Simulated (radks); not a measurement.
Spherical quantum dot in the effective-mass picture: electrons in a well V = -V0 / (1 + exp((r - R)/a)) with V0 = 43.4, R = 1.29, a = 0.13, all in effective atomic units (hartree* = m*/eps^2 hartree, bohr* = eps/m* bohr), one dielectric constant everywhere. Calculated with a radial shooting solver with Libxc functionals: non-relativistic Kohn-Sham, PBE, spin-polarised, spherical densities. Levels are named by radial order and angular momentum (1s, 1p, 1d, 2s, ...), and open shells are averaged over m. Results are scaled to m* = 0.54 and eps = 4.5, for which hartree* = 725.6 meV and bohr* = 0.441 nm.

N = 6, configuration 1s2 1p(up 3, down 1). This is the lowest configuration that the search found. Occupied and some empty levels:

level,occupation,eigenvalue (meV),<r> (nm)
1s up,1,-24058,0.2881
1s down,1,-23921,0.2870
1p up,3,-21859,0.3391
1p down,1,-21706,0.3391
1d up,0,-19052,0.3749
1d down,0,-18898,0.3753
2s up,0,-17572,0.3046
2s down,0,-17485,0.3051
1f up,0,-15753,0.4036
1f down,0,-15606,0.4042

Energy (meV): total -150128, kinetic 18728, external -180970, Hartree 16048, exchange-correlation -3938.9.
